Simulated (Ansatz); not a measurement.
CH3GaN, that is [Ga(CN)H3]- with one electron fewer. Total charge 0; doublet. Geometry PBE-D4/def2-TZVPD, that of the charge -1 singlet; atoms count from 1.

```xyz
6

Ga    0.439   -0.476   -0.078
C    -0.934    1.016    0.166
N    -1.723    1.870    0.307
H    -0.380   -1.858    0.032
H     1.512   -0.296    1.109
H     1.086   -0.255   -1.536
```

Q: Estimate the Mulliken populations from the PBE0/def2-TZVPD orbitals of Ansatz.

A: 
```json
{"atom": "Ga1", "charge (e)": "0.30", "spin (α − β)": "0.12"}
{"atom": "C2", "charge (e)": "0.02", "spin (α − β)": "-0.02"}
{"atom": "N3", "charge (e)": "-0.21", "spin (α − β)": "0.16"}
{"atom": "H4", "charge (e)": "-0.09", "spin (α − β)": "0.14"}
{"atom": "H5", "charge (e)": "-0.09", "spin (α − β)": "0.14"}
{"atom": "H6", "charge (e)": "0.06", "spin (α − β)": "0.46"}
```
Mulliken values and Mayer orders depend strongly on the basis. With diffuse functions, as here, like atoms can get unlike values, and bond orders can come out too low or too high.

Q: Where does the spin sit?

A: Summed by element: Ga 0.12, C -0.02, N 0.16, H 0.74, of 1 unpaired in all. Largest on single atoms: H6 0.46, N3 0.16, H4 0.14.

Q: And the Mayer bond orders between bonded heavy atoms (over 0.3)?

A: Ga1–C2 0.89 (2.04 Å); C2–N3 2.46 (1.17 Å).
